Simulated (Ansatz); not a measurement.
Calculated with Ansatz (gas phase, PBE0-D4/def2-TZVP geometries, no zero-point term in ΔE). CCSD(T)/CBS adds triple-zeta CCSD(T) − MP2 to the extrapolated MP2 energy (def2 sets, frozen cores). This one scheme is used for every species, atoms too. Functionals use def2-TZVPP. No spin–orbit coupling; open shells (•) take unrestricted orbitals. Spin–orbit coupling would lower the free atoms: a little for F. Bonds to Br are less sure, by a few kJ/mol each and by 10 to 20 or more in all where they break to atoms, as the def2 sets lack core-valence functions. Scalar relativity is left out up to krypton. One conformer a species, not always the lowest.

Reaction (homolysis of the B–F bond): `CCB(F)Br` → `CC[B]Br`• + F•

Question: What is ΔE at CCSD(T)/CBS? (Estimate.)

Answer: Ansatz gave: +7.40 eV.

Question: What do these levels give: r2SCAN0-D4, CAM-B3LYP-D4, B2PLYP, PBE-QIDH, BHLYP, RPA@PBE/def2-TZVPP, MP2/def2-SVP, CCSD/def2-SVP, CCSD(T)/def2-SVP, SCS-MP2/def2-TZVPP, CCSD(T)/def2-TZVPP, HF/CBS(def2)? (Estimate.)

Answer: Computed: r2SCAN0-D4 7.02, CAM-B3LYP-D4 7.36, B2PLYP 7.27, PBE-QIDH 7.24, BHLYP 6.94, RPA@PBE/def2-TZVPP 6.76, MP2/def2-SVP 7.43, CCSD/def2-SVP 7.06, CCSD(T)/def2-SVP 7.12, SCS-MP2/def2-TZVPP 7.41, CCSD(T)/def2-TZVPP 7.23, HF/CBS(def2) 5.59 eV.

Largest T1 diagnostic among the species: 0.012.

Leaving LDA and LC-ωPBE aside and taking each functional with its dispersion term where it has one, the values, not all of them listed here, spread over 0.48 eV, from BHLYP-D4 to ωB97M-V. LDA lies +1.03 eV from PBE without D4, its usual overbinding. From BLYP to BHLYP (50 % exact exchange), in def2-TZVPP and without D4, ΔE moves by −0.27 eV: exact exchange takes away binding that semilocal exchange gives to molecules.
